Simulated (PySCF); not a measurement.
A geometry optimisation on Me2Se, `C[Se]C`.

Computed with PBE0-D3(BJ)/def2-SVP geometry optimisation, gas phase (PySCF 2.14.0). Start geometry: GFN2-xTB. A driver script takes a list of jobs; this job's settings line and coordinates (Å) are shown.

Input:
```
{"job": {"xc": "PBE0", "basis": "def2-SVP", "d3": "d3bj", "grid": 1, "kind": "geom"}, "charge": 0, "multiplicity": 1}
C      1.457840     0.082140     0.142340
Se     0.053550     0.616810    -1.103650
C     -1.450830    -0.073810    -0.068920
H      1.427840    -0.996890     0.270740
H      2.409610     0.380360    -0.286820
H      1.303000     0.584020     1.094550
H     -1.338260    -1.148320     0.054710
H     -2.357630     0.145500    -0.624730
H     -1.478010     0.422180     0.898650
```

Output:
```
step   0  E = -2480.63818310  max force = 0.012883
step   1  E = -2480.63894266  max force = 0.002252
step   2  E = -2480.63899421  max force = 0.000524
step   3  E = -2480.63899933  max force = 0.000138
step   4  E = -2480.63899948  max force = 0.000044
optimisation converged
```

Energies in Eh; «max force» is the largest Cartesian gradient component in Eh/bohr.

**Question.** Give the first gradient maximum in eV/Å.

**Answer.** With 1 Eh/bohr = 51.422 eV/Å, 0.662 eV/Å.

In short: final energy -2480.63900 Eh after 4 steps; dipole 1.45 D.

**Question.** Give the final coordinates.

**Answer.** 0.021 Å rms from the input after alignment:
```
atom  x, y, z in Å
C1     1.4497    0.0819    0.1379
Se2    0.0536    0.6144   -1.0993
C3    -1.4432   -0.0697   -0.0715
H4     1.4569   -1.0090    0.2722
H5     2.4079    0.3935   -0.3000
H6     1.3223    0.5802    1.1092
H7    -1.3594   -1.1572    0.0632
H8    -2.3560    0.1503   -0.6417
H9    -1.5047    0.4276    0.9068
```

Cost: about 12 s of CPU time on one thread; the machine was shared, so the figure is rough.
Labels such as C1 count atoms from 1, the log's own numbers from 0.
